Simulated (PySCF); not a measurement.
Molecule: Si(All)(F)(H)2, SMILES C=CC[SiH2]F. Atoms near the plane z = 1.5 Å, at the PBE0/def2-SVP optimised geometry (x, y, z in Å): Si1 (-0.2, 0.7, 0.0), F2 (-0.7, 2.2, 0.0), H6 (1.3, 0.7, 0.0), H7 (-0.8, 0.0, 1.2).

Level of theory: PBE0/def2-TZVP (PySCF). The values are rescaled to run from 0 to 1.

```
|                               |
|                               |
|                               |
|                               |
|                               |
|                               |
|            ..                 |
|            ..                 |
|                               |
|                               |
|                    ..         |
|          .:---.   .::.        |
|        .=#%@@%*:...--.        |
|       .*@@@@@@%=. .:-.        |
|       :%@@@@@@@*.  ...        |
|       -@@@@@@@@#.             |
|       :%@@@@@@@#.             |
|       .*@@@@@@@*.             |
|        :#@@@@@%-              |
|         :+%%%#=.              |
|           ..:.                |
|                               |
|                               |
|                               |
|                               |
|                               |
|                               |
|                               |
|                               |
|                               |
|                               |
```
Scale: ten equal steps from 0.000 (start of ' ') to 1.00 (end of '@'), in the order ' .:-=+*#%@'; x runs from -4.50 to 4.50, y from -4.50 (bottom) to 4.50 (top).

### Question
Which quantity is mapped?
(A) electron localisation function
(B) an orbital amplitude
(C) electrostatic potential
(D) deformation density (molecule minus spherical neutral atoms)

### Answer
A, electron localisation function
